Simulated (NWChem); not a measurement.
System: CNO, doublet; SMILES C(=[N])=O

Input file for NWChem:

```
start job
memory heap 200 mb stack 900 mb global 1100 mb
geometry units angstroms noautosym nocenter noautoz
  N      0.000000     0.000000     1.262106
  C      0.000000     0.000000     0.042547
  O      0.000000     0.000000    -1.138647
end
basis spherical
  N library 6-31g*
  C library 6-31g*
  O library 6-31g*
end
dft
  odft
  mult 2
  xc bhlyp
  iterations 150
end
property
  hyperfine
end
task dft property
```

NWChem printed, in part:

```
             Northwest Computational Chemistry Package (NWChem) 7.3.0
             --------------------------------------------------------

                             Geometry "geometry" -> ""
                             -------------------------

 Output coordinates in angstroms (scale by  1.889725989 to convert to a.u.)

  No.       Tag          Charge          X              Y              Z
 ---- ---------------- ---------- -------------- -------------- --------------
    1 N                    7.0000     0.00000000     0.00000000     1.26210600
    2 C                    6.0000     0.00000000     0.00000000     0.04254700
    3 O                    8.0000     0.00000000     0.00000000    -1.13864700

 Effective nuclear repulsion energy (a.u.)      52.0718563204

                              NWChem Property Module
                              ----------------------

  itol2e modified to match energy
  convergence criterion.

                                 NWChem DFT Module
                                 -----------------

 Summary of "ao basis" -> "ao basis" (spherical)
 ------------------------------------------------------------------------------
       Tag                 Description            Shells   Functions and Types
 ---------------- ------------------------------  ------  ---------------------
 N                           6-31g*                  6       14   3s2p1d
 C                           6-31g*                  6       14   3s2p1d
 O                           6-31g*                  6       14   3s2p1d

  itol2e modified to match energy
  convergence criterion.

            General Information
            -------------------
          SCF calculation type: DFT
          Wavefunction type:  spin polarized.
          No. of atoms     :     3
          No. of electrons :    21
           Alpha electrons :    11
            Beta electrons :    10
          Charge           :     0
          Spin multiplicity:     2
          Use of symmetry is: off; symmetry adaption is: off
          Maximum number of iterations: 150
          AO basis - number of functions:    42
                     number of shells:    18
          Convergence on energy requested:  1.00D-07
          Convergence on density requested:  1.00D-05
          Convergence on gradient requested:  5.00D-04

              XC Information
              --------------
                        BHLYP Method XC Functional
                     Hartree-Fock (Exact) Exchange  0.500
                        Slater Exchange Functional  0.500 local
                    Becke 1988 Exchange Functional  0.500 non-local
              Lee-Yang-Parr Correlation Functional  1.000

             Grid Information
             ----------------
          Grid used for XC integration:  fine
          Radial quadrature: Mura-Knowles
          Angular quadrature: Lebedev.
          Tag              B.-S. Rad. Rad. Pts. Rad. Cut. Ang. Pts.
          ---              ---------- --------- --------- ---------
          N                   0.65       70           7.0       590
          C                   0.70       70           6.0       590
          O                   0.60       70           7.0       590
          Grid pruning is: on
          Number of quadrature shells:   210
          Spatial weights used:  Erf1

      Superposition of Atomic Density Guess
      -------------------------------------

 Sum of atomic energies:        -166.70834463

      Non-variational initial energy
      ------------------------------

 Total energy =    -167.616893
 1-e energy   =    -330.263834
 2-e energy   =     110.575086
 HOMO         =      -0.339736
 LUMO         =       0.147762

   convergence    iter        energy       DeltaE   RMS-Dens  Diis-err
 ---------------- ----- ----------------- --------- --------- ---------
 d= 0,ls=0.0,diis     1   -167.8328494378 -2.20D+02  7.84D-03  1.42D-01
                                                     8.78D-03  1.50D-01
 d= 0,ls=0.0,diis     2   -167.8398071445 -6.96D-03  4.71D-03  1.89D-01
                                                     4.72D-03  1.59D-01
 d= 0,ls=0.0,diis     3   -167.9044472775 -6.46D-02  1.33D-03  6.91D-03
                                                     1.49D-03  9.58D-03
 d= 0,ls=0.0,diis     4   -167.9072936127 -2.85D-03  6.67D-04  2.10D-03
                                                     7.47D-04  1.95D-03
 d= 0,ls=0.0,diis     5   -167.9082764990 -9.83D-04  2.98D-04  3.46D-04
                                                     2.89D-04  1.72D-04
  Resetting Diis
 d= 0,ls=0.0,diis     6   -167.9085179172 -2.41D-04  2.62D-04  5.16D-05
                                                     3.64D-04  3.55D-05
 d= 0,ls=0.0,diis     7   -167.9086382924 -1.20D-04  6.72D-05  7.49D-06
                                                     7.37D-05  4.23D-06
 d= 0,ls=0.0,diis     8   -167.9086498784 -1.16D-05  1.60D-05  8.05D-07
                                                     5.29D-05  5.33D-06
 d= 0,ls=0.0,diis     9   -167.9086543702 -4.49D-06  8.22D-05  4.44D-06
                                                     1.07D-04  1.83D-06
 d= 0,ls=0.0,diis    10   -167.9086610181 -6.65D-06  1.49D-05  4.03D-07
                                                     1.70D-05  2.84D-07
 d= 0,ls=0.0,diis    11   -167.9086613388 -3.21D-07  5.27D-06  2.44D-08
                                                     7.84D-06  3.27D-08
 d= 0,ls=0.0,diis    12   -167.9086613727 -3.39D-08  5.25D-07  2.84D-10
                                                     7.73D-07  5.13D-10

[...]

          ----------------------
          Hyperfine Interactions
          ----------------------

 Total Spin Density (Fermi Contact Term)
 ------------------ --------------------
     Atom            x         y         z       Density (a.u.)      Aiso(MHz)     Aiso(Gauss)
     1  14-N      0.00000   0.00000   2.38503       0.105267         34.012077      12.136334
     2  13-C      0.00000   0.00000   0.08040      -0.055680        -62.595360     -22.335543
     3  17-O      0.00000   0.00000  -2.15173       0.093865        -56.900478     -20.303471

           -------------------------------------------
           Anisotropic Interaction (Spin-Dipolar Term)
           -------------------------------------------

 ------------------------------------------------------------
     Atom            x         y         z
 ------------------------------------------------------------
     1  14-N      0.00000   0.00000   2.38503

   Spin-Dipolar term (a.u.)
        xx             yy             zz             xy             xz             yz
 ------------------------------------------------------------------------------------------
       0.808145      -0.009718      -0.798427      -1.004889      -0.000000       0.000000

   Principal Comp. of -hf- tensor (au)            Anisotropic -hfcc- (MHz)               Anisotropic -hfcc- (Gauss)
 --------------------------------------------------------------------------------------------------------------------------
      1.484122    -0.685695    -0.798427      57.239241   -26.445711   -30.793529      20.424350    -9.436471   -10.987878

   Orientation of the principal axis of Hyperfine Tensor w.r.t absolute (molecular) frame
 --------------------------------------------------------------------------------------------------------------------------
      0.829737     0.558155     0.000000
     -0.558155     0.829737    -0.000000
     -0.000000     0.000000     1.000000

 ------------------------------------------------------------
     Atom            x         y         z
 ------------------------------------------------------------
     2  13-C      0.00000   0.00000   0.08040

   Spin-Dipolar term (a.u.)
        xx             yy             zz             xy             xz             yz
 ------------------------------------------------------------------------------------------
      -0.109126      -0.084619       0.193745       0.030112       0.000000      -0.000000

   Principal Comp. of -hf- tensor (au)            Anisotropic -hfcc- (MHz)               Anisotropic -hfcc- (Gauss)
 --------------------------------------------------------------------------------------------------------------------------
     -0.129382    -0.064363     0.193745     -17.361882    -8.636837    25.998719      -6.195141    -3.081833     9.276974

   Orientation of the principal axis of Hyperfine Tensor w.r.t absolute (molecular) frame
 --------------------------------------------------------------------------------------------------------------------------
      0.829737     0.558155     0.000000
     -0.558155     0.829737    -0.000000
     -0.000000    -0.000000     1.000000

 ------------------------------------------------------------
     Atom            x         y         z
 ------------------------------------------------------------
     3  17-O      0.00000   0.00000  -2.15173

   Spin-Dipolar term (a.u.)
        xx             yy             zz             xy             xz             yz
 ------------------------------------------------------------------------------------------
       0.832946      -0.057584      -0.775362      -1.094174       0.000000      -0.000000

   Principal Comp. of -hf- tensor (au)            Anisotropic -hfcc- (MHz)               Anisotropic -hfcc- (Gauss)
 --------------------------------------------------------------------------------------------------------------------------
      1.568984    -0.793623    -0.775362    -113.530609    57.425983    56.104627     -40.510476    20.490984    20.019492

   Orientation of the principal axis of Hyperfine Tensor w.r.t absolute (molecular) frame
 --------------------------------------------------------------------------------------------------------------------------
      0.829737     0.558155    -0.000000
     -0.558155     0.829737    -0.000000
      0.000000     0.000000     1.000000
```

Level: BHandHLYP/6-31G* (spherical d), spin-unrestricted, contact and dipolar terms. The state is orbitally degenerate and is run as one real component. Geometry: optimised at PBE0/def2-SVP, spin-unrestricted. No stability test was run on the SCF state.
